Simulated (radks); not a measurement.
Excited configurations of the rubidium ion Rb3+: one electron is placed in a higher orbital outside [Ar] 3d10 4s2 4p3. The ground configuration is [Ar] 3d10 4s2 4p4. Calculated with a radial shooting solver on a logarithmic mesh with Libxc functionals: scalar-relativistic Kohn-Sham, PBE, spin-polarised, spherical densities, finite nucleus; open shells are filled with parallel spins first (spin-orbit coupling, left out, can overturn this in heavy ions); Fermi nuclear charge, rms radius 4.2036 fm. Excitation = E - E(ground); binding = E(ion) - E, where the ion is the core of charge +4; n* = 4/sqrt(2 binding) in atomic units, and the quantum defect is n - n*.

outer orbital  excitation (eV)  binding (eV)     n*  quantum defect  eigenvalue (eV)  <r> (bohr)
5s                      24.345        27.387  2.819           2.181          -24.176       3.111
5p                      29.179        22.554  3.107           1.893          -19.842       3.555
5d                      35.849        15.883  3.702           1.298          -13.951       4.631
6s                      36.562        15.171  3.788           2.212          -13.601       5.584
6d                      41.700        10.033  4.658           1.342           -8.886       7.719
6f                      44.658         7.074  5.547           0.453           -6.274       10.37
7p                      43.130         8.603  5.030           1.970           -7.750       9.591
7d                      44.805         6.928  5.606           1.394           -6.216       11.49
7f                      46.552         5.181  6.482           0.518           -4.648       14.78

The Delta-SCF ionisation energy is 51.733 eV (NIST Atomic Spectra Database: 52.2 eV, semi-empirical). Self-interaction in the functional shifts the binding energies and quantum defects, so they are the method's values and not measured ones. Open shells are spherical and high-spin; term and fine-structure splittings are not resolved.
